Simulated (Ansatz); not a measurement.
Ge6N. The state is a doublet with charge 0. Geometry PBE-D4/def2-SVP.

```xyz
7

N     0.5271    0.0324    1.1066
Ge   -0.4786    1.8458   -1.2543
Ge   -1.2279   -0.9616    0.8037
Ge    1.1259   -1.8282    1.2919
Ge    0.7160   -0.6252   -1.0667
Ge    1.4287    1.5884    0.4809
Ge   -2.0912   -0.0515   -1.3621
```

The structure comes from a short search, and lower isomers may exist.

Estimate the α-spin orbital energies around the gap (eV) in Ansatz with PBE-D4/def2-SVP, PBE-D4/def2-TZVP, r2SCAN-D4/def2-TZVP, r2SCANh-D4/def2-TZVP, PBE0-D4/def2-TZVP.


```json
{"orbital": "HOMO−5", "PBE-D4/def2-SVP": "-7.05", "PBE-D4/def2-TZVP": "-7.00", "r2SCAN-D4/def2-TZVP": "-7.31", "r2SCANh-D4/def2-TZVP": "-7.67", "PBE0-D4/def2-TZVP": "-8.00"}
{"orbital": "HOMO−4", "PBE-D4/def2-SVP": "-6.18", "PBE-D4/def2-TZVP": "-6.13", "r2SCAN-D4/def2-TZVP": "-6.40", "r2SCANh-D4/def2-TZVP": "-6.68", "PBE0-D4/def2-TZVP": "-6.91"}
{"orbital": "HOMO−3", "PBE-D4/def2-SVP": "-5.82", "PBE-D4/def2-TZVP": "-5.78", "r2SCAN-D4/def2-TZVP": "-6.05", "r2SCANh-D4/def2-TZVP": "-6.33", "PBE0-D4/def2-TZVP": "-6.56"}
{"orbital": "HOMO−2", "PBE-D4/def2-SVP": "-5.71", "PBE-D4/def2-TZVP": "-5.67", "r2SCAN-D4/def2-TZVP": "-5.95", "r2SCANh-D4/def2-TZVP": "-6.25", "PBE0-D4/def2-TZVP": "-6.51"}
{"orbital": "HOMO−1", "PBE-D4/def2-SVP": "-5.37", "PBE-D4/def2-TZVP": "-5.34", "r2SCAN-D4/def2-TZVP": "-5.60", "r2SCANh-D4/def2-TZVP": "-5.90", "PBE0-D4/def2-TZVP": "-6.17"}
{"orbital": "HOMO", "PBE-D4/def2-SVP": "-4.50", "PBE-D4/def2-TZVP": "-4.47", "r2SCAN-D4/def2-TZVP": "-4.81", "r2SCANh-D4/def2-TZVP": "-5.11", "PBE0-D4/def2-TZVP": "-5.32"}
{"orbital": "LUMO", "PBE-D4/def2-SVP": "-3.35", "PBE-D4/def2-TZVP": "-3.34", "r2SCAN-D4/def2-TZVP": "-3.41", "r2SCANh-D4/def2-TZVP": "-3.17", "PBE0-D4/def2-TZVP": "-2.76"}
{"orbital": "LUMO+1", "PBE-D4/def2-SVP": "-3.31", "PBE-D4/def2-TZVP": "-3.27", "r2SCAN-D4/def2-TZVP": "-3.32", "r2SCANh-D4/def2-TZVP": "-3.08", "PBE0-D4/def2-TZVP": "-2.68"}
{"orbital": "LUMO+2", "PBE-D4/def2-SVP": "-2.55", "PBE-D4/def2-TZVP": "-2.54", "r2SCAN-D4/def2-TZVP": "-2.55", "r2SCANh-D4/def2-TZVP": "-2.29", "PBE0-D4/def2-TZVP": "-1.89"}
{"orbital": "LUMO+3", "PBE-D4/def2-SVP": "-1.86", "PBE-D4/def2-TZVP": "-1.89", "r2SCAN-D4/def2-TZVP": "-1.80", "r2SCANh-D4/def2-TZVP": "-1.52", "PBE0-D4/def2-TZVP": "-1.16"}
{"orbital": "LUMO+4", "PBE-D4/def2-SVP": "-1.48", "PBE-D4/def2-TZVP": "-1.49", "r2SCAN-D4/def2-TZVP": "-1.42", "r2SCANh-D4/def2-TZVP": "-1.15", "PBE0-D4/def2-TZVP": "-0.78"}
{"orbital": "LUMO+5", "PBE-D4/def2-SVP": "-1.34", "PBE-D4/def2-TZVP": "-1.35", "r2SCAN-D4/def2-TZVP": "-1.27", "r2SCANh-D4/def2-TZVP": "-1.01", "PBE0-D4/def2-TZVP": "-0.64"}
{"orbital": "β HOMO", "PBE-D4/def2-SVP": "-5.21", "PBE-D4/def2-TZVP": "-5.19", "r2SCAN-D4/def2-TZVP": "-5.42", "r2SCANh-D4/def2-TZVP": "-5.69", "PBE0-D4/def2-TZVP": "-5.93"}
{"orbital": "β LUMO", "PBE-D4/def2-SVP": "-3.93", "PBE-D4/def2-TZVP": "-3.90", "r2SCAN-D4/def2-TZVP": "-3.81", "r2SCANh-D4/def2-TZVP": "-3.56", "PBE0-D4/def2-TZVP": "-3.25"}
```
